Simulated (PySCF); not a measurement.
Atomic charges against the basis set

n-PeOEt, C7H16O.
Atom-mapped SMILES: `[CH3:1][CH2:2][CH2:3][CH2:4][CH2:5][O:6][CH2:7][CH3:8]` (hydrogens: H9, H10, H11 on C1; H12, H13 on C2; H14, H15 on C3; H16, H17 on C4; H18, H19 on C5; H20, H21 on C7; H22, H23, H24 on C8)

PBE0 throughout (PySCF), one geometry, spherical d and f functions. Isolated species at its PBE0-D3(BJ)/def2-SVP geometry (one conformer only). The first 7 of 15 kinds of atom are listed.

Mulliken charges (e):

```
        basis  functions      C1      C2      C3      C4      C5      O6      C7
       STO-3G         56  -0.231  -0.138  -0.140  -0.142  -0.038  -0.223  -0.040
     pcSseg-0        104  -0.626  -0.515  -0.466  -0.483  -0.077  -0.678  -0.137
        6-31G        104  -0.491  -0.313  -0.296  -0.323  -0.055  -0.527  -0.066
       6-31G*        144  -0.523  -0.316  -0.311  -0.345  -0.057  -0.475  -0.060
      cc-pVDZ        192  -0.071  -0.103  -0.076  -0.074  +0.124  -0.324  +0.085
     def2-SVP        192  -0.064  -0.089  -0.098  -0.057  +0.182  -0.409  +0.131
     pcSseg-1        216  -0.268  -0.275  -0.259  -0.238  +0.070  -0.515  +0.022
6-311+G(2d,p)        312  -0.695  -0.175  +0.021  -0.271  -0.327  -0.220  -0.120
  aug-cc-pVDZ        328  +0.479  +0.655  +0.560  +0.564  +0.850  -0.533  +0.813
```

IAO charges (e):

```csv
basis,functions,C1,C2,C3,C4,C5,O6,C7
STO-3G,56,-0.391,-0.253,-0.251,-0.255,-0.122,-0.224,-0.131
pcSseg-0,104,-0.419,-0.259,-0.261,-0.263,-0.062,-0.376,-0.069
6-31G,104,-0.428,-0.252,-0.257,-0.257,-0.070,-0.378,-0.074
6-31G*,144,-0.407,-0.239,-0.245,-0.248,-0.036,-0.392,-0.040
cc-pVDZ,192,-0.406,-0.238,-0.245,-0.247,-0.036,-0.391,-0.039
def2-SVP,192,-0.396,-0.233,-0.240,-0.242,-0.031,-0.391,-0.035
pcSseg-1,216,-0.406,-0.240,-0.246,-0.247,-0.037,-0.398,-0.040
"6-311+G(2d,p)",312,-0.420,-0.246,-0.252,-0.254,-0.040,-0.404,-0.044
aug-cc-pVDZ,328,-0.418,-0.244,-0.251,-0.253,-0.039,-0.402,-0.043
```

Task: Which scheme is steadiest as the basis changes?

Result: Largest range over the bases for any column: IAO 0.18 e, Mulliken 1.18 e. IAO charges move least and Mulliken charges most, counted in e. Without the minimal STO-3G basis the ranges are IAO 0.04, Mulliken 1.18 e.

Task: How much do the charges still move between the two largest bases, 6-311+G(2d,p) and aug-cc-pVDZ?

Result: At most, over all atoms: Mulliken 1.178 e, IAO 0.002 e.

Task: What do the same runs give for the total energy, the frontier levels and the dipole moment?

Result: 
| basis | energy (Eh) | HOMO (eV) | LUMO (eV) | μ (D) |
| --- | --- | --- | --- | --- |
| STO-3G | -346.9016 | -3.82 | 8.68 | 0.98 |
| pcSseg-0 | -350.3669 | -7.09 | 2.16 | 1.53 |
| 6-31G | -351.0742 | -6.98 | 2.73 | 1.39 |
| 6-31G* | -351.1676 | -7.01 | 2.80 | 1.07 |
| cc-pVDZ | -351.1904 | -7.09 | 1.97 | 1.03 |
| def2-SVP | -350.9227 | -7.17 | 1.86 | 1.14 |
| pcSseg-1 | -351.1304 | -7.25 | 1.55 | 1.19 |
| 6-311+G(2d,p) | -351.2746 | -7.27 | 0.39 | 1.11 |
| aug-cc-pVDZ | -351.2127 | -7.25 | -0.02 | 1.07 |

The dipole is fixed by the density alone, so its range of 0.55 D shows that the density itself changes with the basis, not only its division among atoms.
